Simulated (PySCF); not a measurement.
Potential energy curve for H₃B, SMILES B. The B1–H4 bond (B1 also carries H, H; H4 carries nothing else) is varied alone, starting from the PBE0/def2-TZVP optimised geometry.

- RCCSD = CCSD on RHF/cc-pVTZ, 1 core orbital frozen run with PySCF
- UKS-wB97X-V = unrestricted wB97X-V/cc-pVTZ run with PySCF 2.14.0
- RKS-PBE = restricted PBE/cc-pVTZ run with PySCF
- UCCSD(T) = CCSD(T) on UHF/cc-pVTZ, 1 core orbital frozen in PySCF 2.14.0

Energies relative to the lowest point of each curve near equilibrium, in kJ/mol:

| R / Å | RCCSD | UKS-wB97X-V | RKS-PBE |
|---|---|---|---|
| 0.94 | 115.0 | 117.1 | 118.2 |
| 1.02 | 45.6 | 47.1 | 48.3 |
| 1.15 | 2.0 | 2.3 | 2.8 |
| 1.23 | 1.7 | 1.4 | 1.0 |
| 1.27 | 6.5 | 6.0 | 4.9 |
| 1.33 | 18.2 | 17.4 | 15.4 |
| 1.37 | 28.3 | 27.5 | 24.7 |
| 1.99 | 249.5 | 259.7 | 236.8 |
| 2.37 | 358.2 | 384.3 | 349.2 |
| 2.92 | 448.2 | 450.9 | 461.4 |
| 3.56 | 485.7 | 466.4 | 535.0 |
| 4.17 | 495.1 | 468.7 | 571.0 |

Question: Estimate the UCCSD(T) values at these points.

Answer: 0.94: 115.3; 1.02: 45.9; 1.15: 2.1; 1.23: 1.7; 1.27: 6.4; 1.33: 17.9; 1.37: 27.9; 1.99: 246.8; 2.37: 353.7; 2.92: 438.5; 3.56: 459.3; 4.17: 461.4 (kJ/mol).

The T1 diagnostic of CCSD on the restricted reference of RCCSD exceeds 0.045 at 2.62 to 4.17 Å. The unrestricted determinant behind UKS-wB97X-V is spin-contaminated at 2.37 to 4.17 Å (<S²> up to 1.0, against 0.00 for a pure singlet). At the longest distance RKS-PBE leaves fractional charges on the fragments, a sign of delocalisation error or of the restricted form. The restricted form behind RKS-PBE keeps the bonding electrons paired and can't separate into open-shell fragments. The unrestricted determinant behind UCCSD(T) is spin-contaminated at 1.99 to 4.17 Å (<S²> up to 1.0, against 0.00 for a pure singlet).
